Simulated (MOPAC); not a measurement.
Job for MOPAC: AM1 on H2OSi (SMILES O[SiH]), a point of a bond scan (R = 2.086 Å).

```
AM1 1SCF PRECISE CHARGE=0 THREADS=1
H2OSi

Si    -0.37783358 1    -0.33484004 1     0.39441778 1
H     -1.94270204 1    -0.11019572 1    -0.96713911 1
O      0.78278099 1     0.49643126 1    -0.45047039 1
H      0.56441750 1     0.88474728 1    -1.30394290 1
```

The log:

```
*******************************************************************************
 **                                                                           **
 **                              MOPAC v23.2.5                                **
 **                                                                           **
 *******************************************************************************
 ** MOPAC's Digital Object Identifier: https://doi.org/10.5281/zenodo.6511958 **
 **                                                                           **
 ** Please cite the open-source release paper for use of this MOPAC version:  **
 ** J. E. Moussa and J. J. P. Stewart (2026)                                  **
 ** MOPAC: An open-source semiempirical molecular orbital program             **
 ** J. Open Source Softw., 11(119), 8025, https://doi.org/10.21105/joss.08025 **
 *******************************************************************************

                              AM1 CALCULATION RESULTS

 *******************************************************************************
 *  AM1        - The AM1 Hamiltonian to be used
 *
 *
 *
 *                 CHARGE ON SYSTEM = 0
 *
 *
 *
 *  PRECISE    - TIGHTER CRITERIA TO BE USED
 *  1SCF       - DO 1 SCF AND THEN STOP
 *  THREADS=1  - MULTI-THREADING NOT USED
 *  T=         - A TIME OF 172800.0 SECONDS REQUESTED
 *  DUMP=N     - RESTART FILE WRITTEN EVERY 7200.0 SECONDS REQUESTED
 *******************************************************************************
AM1 1SCF PRECISE CHARGE=0 THREADS=1
 H2OSi

   ATOM   CHEMICAL          X               Y               Z
  NUMBER   SYMBOL      (ANGSTROMS)     (ANGSTROMS)     (ANGSTROMS)

     1      Si         -0.37783358  *  -0.33484004  *   0.39441778  *
     2       H         -1.94270204  *  -0.11019572  *  -0.96713911  *
     3       O          0.78278099  *   0.49643126  *  -0.45047039  *
     4       H          0.56441750  *   0.88474728  *  -1.30394290  *



          CARTESIAN COORDINATES

    NO.       ATOM           X           Y           Z

     1        Si         -0.3778     -0.3348      0.3944
     2         H         -1.9427     -0.1102     -0.9671
     3         O          0.7828      0.4964     -0.4505
     4         H          0.5644      0.8847     -1.3039

  H: (AM1): M.J.S. DEWAR ET AL, J. AM. CHEM. SOC. 107 3902-3909 (1985)
  O: (AM1): M.J.S. DEWAR ET AL, J. AM. CHEM. SOC. 107 3902-3909 (1985)
 Si: (AM1): M.J.S.DEWAR, C. JIE, ORGANOMETALLICS, 6, 1486-1490 (1987).

           Empirical Formula: H2 O Si  =     4 atoms



      MOLECULAR POINT GROUP   :   Cs


      RHF CALCULATION, NO. OF DOUBLY OCCUPIED LEVELS = 6


 -------------------------------------------------------------------------------
 AM1 1SCF PRECISE CHARGE=0 THREADS=1
 H2OSi



     1SCF WAS SPECIFIED, SO BFGS WAS NOT USED
     SCF FIELD WAS ACHIEVED


                              AM1 CALCULATION
                                                       MOPAC v23.2.5 Linux




          FINAL HEAT OF FORMATION =         18.58137 KCAL/MOL =      77.74444 KJ/MOL


          COSMO AREA              =         87.86 SQUARE ANGSTROMS
          COSMO VOLUME            =         73.73 CUBIC ANGSTROMS

          IONIZATION POTENTIAL    =          8.051401 EV
          HOMO LUMO ENERGIES (EV) =         -8.051 -0.706
          NO. OF FILLED LEVELS    =          6
          MOLECULAR WEIGHT        =         46.1007         POINT GROUP:  Cs

          MOLECULAR DIMENSIONS (Angstroms)

            Atom       Atom       Distance
            O     3    H     2     2.83958
            H     4   Si     1     2.12769
            O     3   Si     1     0.00000


          SCF CALCULATIONS        =          1





   ATOM   CHEMICAL          X               Y               Z
  NUMBER   SYMBOL      (ANGSTROMS)     (ANGSTROMS)     (ANGSTROMS)

     1      Si         -0.37783358  *  -0.33484004  *   0.39441778  *
     2       H         -1.94270204  *  -0.11019572  *  -0.96713911  *
     3       O          0.78278099  *   0.49643126  *  -0.45047039  *
     4       H          0.56441750  *   0.88474728  *  -1.30394290  *

                             CARTESIAN COORDINATES

   1   Si       -0.377833580    -0.334840040     0.394417780
   2    H       -1.942702040    -0.110195720    -0.967139110
   3    O        0.782780990     0.496431260    -0.450470390
   4    H        0.564417500     0.884747280    -1.303942900


           Empirical Formula: H2 O Si  =     4 atoms



      MOLECULAR POINT GROUP   :   Cs


                  EIGENVALUES
 -36.82502 -18.94705 -15.04311 -13.90554  -9.87104  -8.05140  -0.70557   0.60417
   1.64740   5.13671


              NET ATOMIC CHARGES AND DIPOLE CONTRIBUTIONS

  ATOM NO.   TYPE          CHARGE      No. of ELECS.   s-Pop       p-Pop
    1         Si           0.644951        3.3550     1.61260     1.74245
    2          H          -0.295415        1.2954     1.29542
    3          O          -0.593614        6.5936     1.82977     4.76384
    4          H           0.244078        0.7559     0.75592
 DIPOLE           X         Y         Z       TOTAL
 POINT-CHG.     0.016    -1.259     2.350     2.666
 HYBRID         0.543     1.968    -3.331     3.907
 SUM            0.559     0.709    -0.981     1.333


          ATOMIC ORBITAL ELECTRON POPULATIONS

     Atom    s        px        py        pz
    1 Si   1.61260   0.52234   0.37838   0.84173
    2  H   1.29542
    3  O   1.82977   1.70174   1.68146   1.38064
    4  H   0.75592

 **********************
 *                    *
 * JOB ENDED NORMALLY *
 *                    *
 **********************




 == MOPAC DONE ==
```

The run finished.

Cost: roughly 0.03 core-seconds.
